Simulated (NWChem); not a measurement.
Species: TiHCl3; SMILES [Cl][TiH]([Cl])[Cl]

Give the equilibrium geometry at PBE0/def2-SVP (NWChem) as an XYZ file, with the point group.

point group C3v; any orientation.
```
5

Ti     0.0000     0.0000    -0.3130
Cl     0.6233    -2.0125     0.1404
Cl     1.4312     1.5460     0.1404
Cl    -2.0545     0.4665     0.1404
H      0.0000     0.0000    -1.9636
```
